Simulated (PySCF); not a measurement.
## Molecular orbitals of DyBr

PBE0 at R = 2.645 Å; PySCF, spin-free X2C with a Gaussian nucleus, basis sets Dy x2c-SVPall, Br x2c-SVPall. State: octet, about 9.0 electrons in the 4f shell (Mulliken), real f orbitals that mix terms, a second solution, started from another occupation. Only the outer orbitals are listed, counted within each symmetry.

| spin | orbital | occ. | ε (eV) | on Dy (%) | main shells (%) |
| --- | --- | --- | --- | --- | --- |
| α | 20σ | 1 | -8.61 | 18 | 81 Br p, 8 Dy s |
| α | 11π | 1 | -7.74 | 9 | 91 Br p |
| α | 11π | 1 | -7.73 | 9 | 91 Br p |
| α | 21σ | 1 | -4.99 | 98 | 79 Dy s, 12 Dy d |
| α | 5δ | 1 | -3.86 | 100 | 98 Dy d |
| α | 12π | 0 | -1.56 | 97 | 73 Dy d, 24 Dy p |
| α | 22σ | 0 | -1.55 | 97 | 63 Dy d, 32 Dy p |
| α | 12π | 0 | -1.51 | 98 | 70 Dy d, 28 Dy p |
| β | 10π | 1 | -10.09 | 99 | 99 Dy f |
| β | 1φ | 1 | -9.62 | 100 | 100 Dy f |
| β | 19σ | 1 | -8.49 | 15 | 84 Br p |
| β | 10π | 1 | -7.74 | 7 | 93 Br p |
| β | 11π | 1 | -7.72 | 8 | 92 Br p |
| β | 11π | 0 | -2.75 | 100 | 99 Dy f |
| β | 20σ | 0 | -2.70 | 100 | 98 Dy f |
| β | 21σ | 0 | -2.14 | 98 | 86 Dy s, 8 Dy p |

**Question.** Which are the highest filled and the lowest empty level, where do they sit, and how wide is the gap?

**Answer.** Highest filled α 5δ at -3.86 eV (in %: 98 Dy d); lowest empty β 11π at -2.75 eV (in %: 99 Dy f); the gap at PBE0 is 1.11 eV.

```json
{
  "bond order (Mayer)": "1.18",
  "⟨S²⟩": "15.756",
  "charge on Dy (Mulliken, basis-dependent)": "0.34",
  "charge on Dy (Löwdin, basis-dependent)": "0.02",
  "dipole moment (positive dipole means Dy(−)Br(+))": "-4.51 D"
}
```

Spin–orbit coupling is left out.
